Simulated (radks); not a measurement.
Valence configurations of Ho II (all share [Xe]). All-electron calculation, Dirac Kohn-Sham, PBEsol, spin-unpolarised, spherical densities, finite nucleus; open shells fill j = l - 1/2 first; Fermi nuclear charge, rms radius 5.2022 fm. Program: a radial shooting solver on a logarithmic mesh with Libxc functionals. Energies are relative to 4f11 6s1; eigenvalues in eV.

\begin{tabular}{lrrrrrr}
valence & E (eV) & e(4f5/2) & e(4f7/2) & e(5d3/2) & e(6p1/2) & e(6s1/2) \\ \hline
4f11 6s1 & 0.000 & -10.156 & -9.180 & - & - & -8.937 \\
4f10.5 6s1.5 & 0.885 & -14.175 & -13.165 & - & - & -9.782 \\
4f11 5d1 & 2.154 & -8.428 & -7.454 & -5.792 & - & - \\
4f12 & 2.200 & -4.149 & -3.239 & - & - & - \\
4f11 6p1 & 3.233 & -11.343 & -10.366 & - & -6.350 & - \\
4f10 6s2 & 3.462 & -18.635 & -17.592 & - & - & -10.596 \\
4f10 5d1 6s1 & 4.454 & -16.253 & -15.212 & -8.376 & - & -9.646 \\
4f10 6s1 6p1 & 7.245 & -19.783 & -18.740 & - & -7.385 & -11.194 \\
4f10 5d1 6p1 & 7.976 & -17.397 & -16.356 & -9.251 & -6.736 & - \\
4f9 5d1 6s1 6p1 & 17.897 & -26.864 & -25.756 & -12.298 & -7.686 & -11.754 \\
\end{tabular}

NIST lists [Xe] 4f11 6s1 as the ground configuration; this level of theory agrees among the configurations tried. The energies are those of spherical spin-averaged densities, not of single terms.
